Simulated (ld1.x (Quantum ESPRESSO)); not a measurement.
## What one change does to a pseudopotential (indium (In), PAW)

In, PAW, made with ld1.x (Quantum ESPRESSO) 7.5 (PBE, scalar-relativistic). Core [Kr], reference 4d10 5s2 5p1. Waves: 5s (bound): rcut 1.75, rcutus 2.10 bohr; 5s channel at 0.25 Ry: rcut 1.75, rcutus 2.10 bohr; 5p (bound): rcut 1.85, rcutus 2.10 bohr; 5p channel at 1.05 Ry: rcut 1.85, rcutus 2.10 bohr; 4d (bound): rcut 1.00, rcutus 1.30 bohr; 4d channel at 2.6 Ry: rcut 1.00, rcutus 1.30 bohr. Local part: all-electron potential smoothed inside 1.10 bohr (lloc = -1). Core correction: Bessel-smoothed model core, default radius (core density twice the valence density). Augmentation charge: PSQ, inside the norm-conserving radii.

All-electron outer shells of the reference configuration (PBE, scalar-relativistic, ld1.x):

```tsv
shell	level (eV)	outermost node (bohr)	outermost maximum (bohr)
4s	-119.66	0.41	0.77
4p	-78.13	0.42	0.82
4d	-18.62	0.40	0.94
5s	-8.21	1.02	2.16
5p	-2.52	1.14	2.85
```

Change: local potential all-electron potential smoothed inside 1.90 bohr (lloc = -1).

Cutoffs: the cutoffs (Ry, on a coarse ladder) from which the occupation-weighted sum of valence levels, in a spherical-Bessel basis at the reference potential, stays within 10 and 1 mRy of its value at 400 Ry; they do not see the model core or the augmentation charge, which bear on the density cutoff. Errors are all-electron minus pseudo energies relative to the spin-unpolarised reference configuration.

**Question.** How do hardness, ghosts and transferability respond?

**Answer.** The potential gets neither clearly harder nor softer (70 Ry and 120 Ry → 70 Ry and 120 Ry); the bound ghost in p, s disappears; of the 7 tests that both files solve, the error grows in 4 and shrinks in 2 by more than 15 % and 0.3 meV (median size 1.0 → 6.7 meV); the range in which the s phases agree narrows (upper end 4.8 → 1.2). A state that the projectors do not describe sees the local part alone, so a deeper or shallower local part can create or remove a ghost.

| quantity | base | changed |
| --- | --- | --- |
| cutoff, loose | 70 Ry | 70 Ry |
| cutoff, tight | 120 Ry | 120 Ry |
| bound ghosts | s, p | none |
| error for 4d10 5s2 5p0, meV [ΔE 5.36 eV] | -0.6 | -1.4 |
| error for 4d10 5s1 5p0, meV [ΔE 24.60 eV] | +1.0 | -6.7 |
| error for 4d10 5s0 5p0, meV [ΔE 52.92 eV] | +1.9 | -20 |
| error for 4d10 5s2 5p1.3, meV [ΔE -0.53 eV] | +0.4 | +0.1 |
| error for 4d10 5s2 5p0.5, meV [ΔE 1.94 eV] | -1.0 | -0.5 |
| error for 4d9 5s0 5p0, meV [ΔE 109.31 eV] | -224 | -234 |
| error for 4d10 5s1 5p1, meV [ΔE 11.96 eV] | -3.1 | -14 |
| s: phases at 2.29 bohr within 0.05 rad from the reference energy up to (Ry; the scan ends near 5) | 4.8 | 1.2 |
| p: phases at 2.29 bohr within 0.05 rad from the reference energy up to (Ry; the scan ends near 5) | to the end of the scan | to the end of the scan |
| d: phases at 2.29 bohr within 0.05 rad from the reference energy up to (Ry; the scan ends near 5) | 4.2 | to the end of the scan |
| lowest overlap eigenvalue by channel | s 0.22, p 0.61, d 0.78 | s 0.42, p 0.62, d 0.96 |

 A true bound ghost makes a file unfit for plane-wave use even where its test errors are small: the radial tests pick states by their node count and pass the ghost by.
